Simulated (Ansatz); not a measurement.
**Worked example: MgH(CH3) + GeH3F → MgHF + GeH3(CH3)**

Species: MgH(CH3), singlet; GeH3F (fluorogermane) `[F][GeH3]`, singlet; MgHF `[F][MgH]`, singlet; GeH3(CH3) (methyl germane), singlet. The partners trade CH3 for F: Mg–CH3 and Ge–F bonds give way to Mg–F and Ge–CH3.

Shapes, held fixed at every level: PBE0-D4/def2-TZVP. Programs: Ansatz 0.2.0. The zero-point and thermal change to 298 K, harmonic and unscaled (PBE0-D4/def2-TZVP), is +5.0 kJ/mol.

At CCSD(T)/def2-TZVPP; 1 Eh = 2625.50 kJ/mol:

```
  species   energy (Eh)
 MgH(CH3)   -240.223093
    GeH3F  -2177.169981
     MgHF   -300.204814
GeH3(CH3)  -2117.237880
```

**Question.** Work out ΔH(298 K) of the reaction at this level.

**Answer.** 
1. Products less reactants: (-300.204814) + (-2117.237880) − [(-240.223093) + (-2177.169981)] = -0.049620 Eh = -130.3 kJ/mol.
2. With the thermal change: -130.3 + (+5.0) = -125.3 kJ/mol.

Other levels give -139.2 (CCSD/def2-SVP) to -123.7 kJ/mol (wB97M-V/def2-TZVPP). No measured value is set beside it here. Relativity is left out for Ge unless named. Correlated rows may include outer-core shells of Ge, Mg, which these sets cover unevenly.
